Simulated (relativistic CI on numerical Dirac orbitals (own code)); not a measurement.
Sensitivity of the levels of Ir to α and to the nuclear radius

Calculated at this level of theory: Dirac-Coulomb-Breit CI, KLI orbitals optimised for each configuration, valence Slater integrals scaled by 0.85, P86 correlation energy added to each configuration, derivatives by finite differences, QED left out (own radial code, finite nucleus).

Configurations in the expansion (outside the closed core [Xe] 4f14): 5d7 6s2, 5d8 6s, 5d7 6s 6p, 5d9, 5d6 6s2 6p, 5d8 6p, 5d7 6s 6d, 5d8 6d. Levels of other configurations are missing.

With x = (α/α₀)² − 1 an excitation energy changes as ω = ω₀ + qx; K = 2q/ω₀ is the relative enhancement. Terms are leading LS components, so labels can repeat. The field-shift factor is F = δν/δ⟨r²⟩ for the transition from the lowest level.

Lowest level 5d8 6s 4F_9/2.

```tsv
Level	ω₀ (cm⁻¹)	q (cm⁻¹)	K	F (GHz/fm²)
5d7 6s2 4F_9/2	1201.6	-25090	-41.8	38.5
5d8 6s 2D_3/2	3846.0	-13600	-7.07	21
5d8 6s 4F_7/2	3953.0	4010	2.03	-1.86
5d8 6s 2D_5/2	4289.5	-5027	-2.34	8.99
5d7 6s2 4F_7/2	7516.9	-19830	-5.28	41
5d8 6s 4F_5/2	8271.6	1924	0.465	7.69
5d8 6s 4F_3/2	9146.1	-3318	-0.726	13.5
5d7 6s2 4F_5/2	10794.8	-6879	-1.27	18.8
5d8 6s 2F_7/2	11687.3	5848	1	-2.76
5d7 6s2 4F_3/2	11847.7	-14840	-2.51	36.6
5d7 6s2 2P_1/2	12749.0	-13870	-2.18	31.9
5d7 6s2 2G_9/2	13821.1	-17610	-2.55	36.5
5d8 6s 4P_5/2	13903.4	-2598	-0.374	14.3
```

For a near-neutral ion this model can misplace configurations by up to about 10,000 cm⁻¹ (more where the count of f electrons changes) and terms by 10 to 25 % of their spread. Rates follow the energies as ν³ (E1, M1) or ν⁵ (E2), so they and the lifetimes can be off by large factors. The fine structure of a lone outer electron comes out too small, for d and f at times inverted, and misplaced configurations move strength between like terms. The computed lowest level isn't the tabulated ground level, which NIST ASD gives as 5d7 6s2 4F9/2.
